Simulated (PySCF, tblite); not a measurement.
A database entry of computed molecular properties. Lists by class give the value and the number of equivalent atoms.

```json
{
 "formula": "C5H9OPSi",
 "smiles": "O=C[Si]1(P)CC=CC1",
 "inchi": "InChI=1S/C5H9OPSi/c6-5-8(7)3-1-2-4-8/h1-2,5H,3-4,7H2",
 "charge": 0,
 "multiplicity": 1,
 "geometry_level": "GFN2-xTB",
 "electronic_structure_code": "PySCF",
 "results": {
  "GFN2-xTB geometry": {
   "point_group": "C1",
   "rotational_constants_GHz": [1.627, 1.169, 0.878]
  },
  "PBE0/pcSseg-1 ground state and GIAO shieldings, non-relativistic": {
   "dipole_D": 1.91,
   "homo_eV": -6.75,
   "lumo_eV": -1.55,
   "shift_vs_computed_TMS_C_by_class_ppm": [
    [244.6, 1],
    [138.2, 2],
    [19.8, 2]
   ],
   "shift_vs_computed_TMS_H_by_class_ppm": [
    [12.34, 1],
    [6.11, 2],
    [2.01, 2],
    [1.7, 2],
    [1.28, 2]
   ],
   "shielding_other_nuclei_by_class_ppm": [
    ["O", -571.7, 1],
    ["Si", 352.5, 1],
    ["P", 622.0, 1]
   ]
  },
  "GFN2-xTB harmonic vibrations, gas phase": {
   "strongest_ir_bands_cm-1_km_per_mol_modes": [
    [775.0, 80.6, 1],
    [1734.8, 261.7, 1],
    [2283.0, 100.5, 1],
    [2363.7, 128.2, 1],
    [2679.9, 144.4, 1],
    [3082.1, 94.5, 1]
   ],
   "zpe_kcal_per_mol": 76.5
  }
 }
}
```

The dipole matches unit charges of opposite sign 0.40 Å apart (1 e·Å = 4.8032 D). The rotational constants make it an asymmetric top with κ = (2B − A − C)/(A − C) = -0.22, nearer the prolate limit (−1). With B = h/(8π²I), that is 505.379 GHz u Å² over I, the principal moments of inertia are 310.7, 432.3 and 575.6 u Å² (most abundant isotopes). The zero-point energy, half the sum of the 45 harmonic wavenumbers, equals 26750 cm⁻¹ or 320 kJ/mol.

 NMR classes are plain means over equivalent atoms (diastereotopic ones count apart unless rotation or inversion swaps them), as if these changed places fast; in this geometry the members of some classes differ.

One conformer stands for the species.
